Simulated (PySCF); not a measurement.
**Diatomics of Ga with the fifth-period p block**

PBE0 with double-zeta basis sets in PySCF, for the lowest determinant that a PBE0 search found; no spin–orbit coupling. De refers to high-spin ground-configuration atoms. A positive dipole means M(−)Ga(+).

```tsv
M	basis	state (unpaired electrons)	Re (Å)	ωe (cm⁻¹)	De (eV)	μ (D)
In	cc-pVDZ-PP	triplet (σ ↑, π ↑)	2.890	138	1.34	-0.24
Sn	def2-SVP	quartet (σ ↑, π ↑↑)	2.664	186	2.17	0.87
Sb	def2-SVP	triplet (π ↑↑)	2.768	181	1.80	1.21
I	def2-SVP	singlet (closed shell)	2.590	220	3.80	2.44
```

The shortest bond is that of GaI (2.590 Å), the longest that of InGa (2.890 Å). GaI is bound most strongly (3.80 eV) and InGa least (1.34 eV).

The rows differ in basis set, which adds steps of its own.

The state changes along the series, so neighbouring rows are not always alike in their bonding.

Spin–orbit coupling is left out, which matters for elements this heavy, above all for dissociation energies. States were picked by a PBE0 search and need not be the measured ground states.
